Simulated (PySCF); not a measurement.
BeH₂S₂. Atoms are numbered in the order given.

```xyz
5

Be     0.0000     0.0000     0.0331
S     -0.0582     1.9020     0.0519
H      0.8945     1.9800    -0.8965
S      0.0582    -1.9020     0.0519
H     -0.8945    -1.9800    -0.8965
```

Geometry optimised at r2SCAN-D4/def2-TZVP. The values are those of a single conformer.

These are TDA-CAM-B3LYP/def2-SVPD run with PySCF 2.14.0 values and carry that method's errors.

Vertical excitations. Isolated molecule, no solvent. State labels are in the subgroup C2.

### Question
Give excitation energies, oscillator strengths and character. (Estimate from the structure and the level; the computed values follow.)

### Answer

```json
[
 {"state": "S1", "symmetry": "B", "energy (eV)": "5.86", "λ (nm)": "211", "f": "0.003", "main pairs": "HOMO−1→LUMO+1 43 %, HOMO→LUMO+2 28 %, HOMO→LUMO 20 %"},
 {"state": "S2", "symmetry": "A", "energy (eV)": "5.90", "λ (nm)": "210", "f": "0.004", "main pairs": "HOMO→LUMO+1 45 %, HOMO−1→LUMO+2 26 %, HOMO−1→LUMO 21 %"},
 {"state": "S3", "symmetry": "B", "energy (eV)": "6.28", "λ (nm)": "197", "f": "0.061", "main pairs": "HOMO→LUMO 61 %, HOMO→LUMO+2 17 %, HOMO−1→LUMO+3 10 %"},
 {"state": "S4", "symmetry": "A", "energy (eV)": "6.28", "λ (nm)": "197", "f": "0.058", "main pairs": "HOMO−1→LUMO 57 %, HOMO−1→LUMO+2 25 %, HOMO→LUMO+3 10 %"},
 {"state": "S5", "symmetry": "A", "energy (eV)": "6.61", "λ (nm)": "187", "f": "0.001", "main pairs": "HOMO→LUMO+1 41 %, HOMO−1→LUMO+2 39 %"},
 {"state": "S6", "symmetry": "B", "energy (eV)": "6.70", "λ (nm)": "185", "f": "0.307", "main pairs": "HOMO→LUMO+2 42 %, HOMO−1→LUMO+1 38 %"},
 {"state": "S7", "symmetry": "B", "energy (eV)": "7.22", "λ (nm)": "172", "f": "0.009", "main pairs": "HOMO−1→LUMO+3 27 %, HOMO−1→LUMO+7 20 %, HOMO→LUMO 11 %, HOMO→LUMO+9 8 %"},
 {"state": "S8", "symmetry": "A", "energy (eV)": "7.22", "λ (nm)": "172", "f": "0.004", "main pairs": "HOMO→LUMO+3 29 %, HOMO→LUMO+7 21 %, HOMO−1→LUMO 12 %, HOMO−1→LUMO+9 9 %"},
 {"state": "S9", "symmetry": "B", "energy (eV)": "7.43", "λ (nm)": "167", "f": "0.006", "main pairs": "HOMO−2→LUMO+2 49 %, HOMO−2→LUMO 33 %"},
 {"state": "S10", "symmetry": "A", "energy (eV)": "7.48", "λ (nm)": "166", "f": "0.005", "main pairs": "HOMO−2→LUMO+1 82 %"},
 {"state": "T1", "symmetry": "A", "energy (eV)": "5.53", "λ (nm)": "224", "f": "0", "main pairs": "HOMO→LUMO+1 49 %, HOMO−1→LUMO 30 %"},
 {"state": "T2", "symmetry": "B", "energy (eV)": "5.54", "λ (nm)": "224", "f": "0", "main pairs": "HOMO−1→LUMO+1 42 %, HOMO→LUMO 34 %, HOMO→LUMO+2 8 %"},
 {"state": "T3", "symmetry": "A", "energy (eV)": "5.60", "λ (nm)": "222", "f": "0", "main pairs": "HOMO−1→LUMO+2 54 %, HOMO→LUMO+1 27 %"},
 {"state": "T4", "symmetry": "B", "energy (eV)": "5.61", "λ (nm)": "221", "f": "0", "main pairs": "HOMO→LUMO+2 51 %, HOMO−1→LUMO+1 34 %"}
]
```
Triplets are in the Tamm–Dancoff approximation.
